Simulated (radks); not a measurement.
The manganese ion Mn2+ inside a hard spherical wall (all orbitals vanish at R), configuration held at [Ar] 3d5 and not refilled when levels cross. All-electron calculation, scalar-relativistic Kohn-Sham, r2SCAN, spin-polarised, spherical densities, finite nucleus; open shells are filled with parallel spins first; meta-GGA in the generalised Kohn-Sham scheme; Fermi nuclear charge, rms radius 3.7057 fm. Program: a radial shooting solver on a logarithmic mesh with Libxc functionals. Eigenvalues in eV for spin up, with the zero of energy where the potential of the charges vanishes at infinity; a dash marks a level that is unbound or too diffuse for the functional's potential to be trusted. A positive occupied level is held by the wall or, in an anion where self-interaction has pushed it up, behind a barrier. The pressure on the wall is -dE/dV.

| R (bohr) | E (hartree) | kinetic (hartree) | e(2p) | e(3s) | e(3p) | e(3d) | e(4s, empty) | e(4p, empty) | pressure (GPa) |
|---|---|---|---|---|---|---|---|---|---|
| free | -1157.89298 | 1170.751 | -653.39 | -108.76 | -76.217 | -26.186 | -19.366 | -13.498 | 0 |
| 20 | -1157.89298 | 1170.751 | -653.39 | -108.76 | -76.217 | -26.186 | -19.366 | -13.498 | < 0.0001 |
| 15 | -1157.89298 | 1170.751 | -653.39 | -108.76 | -76.217 | -26.186 | -19.366 | -13.498 | < 0.0001 |
| 10 | -1157.89298 | 1170.751 | -653.39 | -108.76 | -76.217 | -26.186 | -19.366 | -13.497 | < 0.0001 |
| 7 | -1157.89297 | 1170.752 | -653.38 | -108.76 | -76.216 | -26.185 | -19.349 | -13.399 | 0.00153 |
| 5 | -1157.89148 | 1170.767 | -653.28 | -108.68 | -76.135 | -26.104 | -18.812 | -12.104 | 0.325 |
| 4 | -1157.87834 | 1170.867 | -652.71 | -108.22 | -75.696 | -25.641 | -16.590 | -8.461 | 4.81 |
| 2 | -1155.90974 | 1180.594 | -628.11 | -91.922 | -58.802 | -5.095 | 61.869 | 80.383 | 3470 |
| 1.5 | -1148.08589 | 1211.117 | -580.59 | -56.587 | -20.746 | 36.893 | 215.71 | 234.17 | 34800 |
